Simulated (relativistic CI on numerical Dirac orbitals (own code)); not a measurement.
## Nb3+: resonant inelastic scattering at the L2,3 edge

Computed with this model: Dirac-Coulomb-Breit CI, KLI orbitals optimised for each configuration, a model potential for QED, valence Slater integrals scaled by 0.7, Kramers-Heisenberg scattering through one core-hole configuration in a parametric crystal field; configurations [Kr] 4d2 → [He] 2s2 2p5 3s2 3p6 3d10 4s2 4p6 4d3; 300 K; core-hole width 1.6 eV; summed over polarisations. Incident energies are the highest absorption maxima for each field (at most a few, so the weaker spin-orbit partner edge can be absent), on the computed scale of the free ion. Intensities are in per cent of the strongest line above 0.02 eV; levels within 1 cm⁻¹ are merged; final levels count from the ground level, the first row holds all elastic scattering, lines under 0.4 are left out and each table stops after 24 rows. The scale of the Slater integrals is a model choice and moves the terms in proportion.

Field parameters in Wybourne normalisation: D3d B²₀ = −7Dσ, B⁴₀ = −14Dq − 21Dτ, B⁴₃ = −14√(10/7) Dq; Td as Oh with Dq negative (B⁴₀ = 21Dq, B⁴₄ = √(5/14) B⁴₀). The field is a parameter set, without covalency, and values of 10Dq over about 45,000 cm⁻¹ lie beyond real compounds.

S is read from ⟨S²⟩ = S(S + 1).

Td, 10Dq = -16500 cm⁻¹:

| Final level (eV) | Degeneracy | Irrep | S | 2374.6 eV | 2468.2 eV |
| --- | --- | --- | --- | --- | --- |
| 0.000 | 3 | T2 | 1.00 | 2461.9 | 503.5 |
| 1.044 | 2 | E | 0.02 | 23.6 | 33.2 |
| 1.916 | 1 | A1 | 0.03 | 9.9 | 24.2 |
| 2.016 | 1 | A2 | 1.00 | 11.3 | 6.2 |
| 2.032 | 3 | T2 | 1.00 | 85.9 | 56.8 |
| 2.066 | 3 | T1 | 1.00 | 51.3 | 44.1 |
| 2.067 | 2 | E | 0.99 | 28.7 | 19.3 |
| 2.743 | 3 | T2 | 1.00 | 100.0 | 17.2 |
| 2.749 | 3 | T1 | 1.00 | 54.2 | 46.3 |
| 2.751 | 2 | E | 1.00 | 71.7 | 11.9 |
| 2.759 | 1 | A1 | 0.99 | 15.5 | 21.1 |
| 3.087 | 3 | T2 | 0.02 | 18.8 | 6.2 |
| 3.382 | 3 | T1 | 0.01 | 37.4 | 14.2 |
| 4.388 | 2 | E | 1.00 | 1.3 | 0.2 |
| 4.391 | 3 | T2 | 0.99 | 1.7 | 0.3 |
| 4.420 | 3 | T1 | 1.00 | 0.3 | 0.7 |
| 4.430 | 1 | A1 | 1.00 | 0.0 | 0.5 |

D3d, 10Dq = 45750, Dσ = -1000, Dτ = 260 cm⁻¹:

```tsv
Final level (eV)	Degeneracy	Irrep	S	2371.8 eV	2377.3 eV	2471.6 eV
0.000	1	A1	1.00	1072.8	1319.1	208.2
0.006	2	E	1.00	15.7	4.6	2.0
0.074	2	E	1.00	100.0	21.9	6.5
0.135	2	E	1.00	50.1	25.9	6.7
0.168	1	A2	1.00	6.4	10.0	3.7
0.183	1	A1	1.00	5.8	10.4	3.3
0.943	2	E	0.01	45.4	7.0	4.4
1.088	2	E	0.01	43.5	3.1	1.4
1.108	1	A1	0.01	31.8	1.4	0.7
2.381	1	A1	0.00	9.7	1.5	1.4
5.666	1	A2	1.00	1.9	39.0	11.3
5.670	2	E	1.00	3.1	69.0	30.1
5.724	1	A1	1.00	1.6	34.0	13.2
5.732	1	A2	1.00	0.9	18.2	5.4
5.750	2	E	1.00	1.9	40.6	22.0
5.771	2	E	1.00	0.9	22.6	17.2
6.437	1	A1	0.99	0.6	18.1	12.4
6.445	2	E	1.00	1.0	31.4	19.7
6.591	1	A2	1.00	0.4	22.2	8.7
6.591	1	A1	0.97	0.6	28.4	9.7
6.609	2	E	0.97	0.8	50.5	24.2
6.628	2	E	0.99	1.0	57.4	19.2
6.776	1	A1	0.09	0.4	12.7	9.7
6.804	2	E	0.12	0.7	19.5	20.8
```

For the first field the strongest loss at the lowest incident energy is the level at 2.74 eV (S = 1.00, against 1.00 in the thermal ground state). Levels of other spin, the first over 8 % at 1.04 eV, appear because spin-orbit coupling of the core hole, and in heavier ions of the valence shell too, mixes spins.
